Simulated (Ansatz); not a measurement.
Series GeH2X2: binding per atom (eV) at several levels, gas phase, relaxed structures; Ansatz. Binding counts from free atoms in the multiplicity of their measured ground term, without zero-point energy. The structures are stationary points that may keep the symmetry of their start.

| species | state | geometry | PBE-D4/def2-SVP | PBE-D4/def2-TZVP | r2SCAN-D4/def2-TZVP | PBE0-D4/def2-SVP | PBE0-D4/def2-TZVP |
| --- | --- | --- | --- | --- | --- | --- | --- |
| Ge(eta1-allyl)2H2 (C6H12Ge) | singlet | PBE-D4/def2-SVP | 4.17 | 4.14 | 4.07 | 4.12 | 4.09 |
| GeH2(OiPr)2 (C6H16GeO2) | singlet | PBE-D4/def2-SVP | 4.09 | 4.05 | 3.99 | 4.03 | 3.99 |

Estimate the rows for Ge(OAc)2H2 (C4H8GeO4) (singlet, r2SCAN-D4/def2-SVP geometry).


| species | state | geometry | PBE-D4/def2-SVP | PBE-D4/def2-TZVP | r2SCAN-D4/def2-TZVP | PBE0-D4/def2-SVP | PBE0-D4/def2-TZVP |
| --- | --- | --- | --- | --- | --- | --- | --- |
| Ge(OAc)2H2 (C4H8GeO4) | singlet | r2SCAN-D4/def2-SVP | 4.51 | 4.46 | 4.35 | 4.38 | 4.33 |
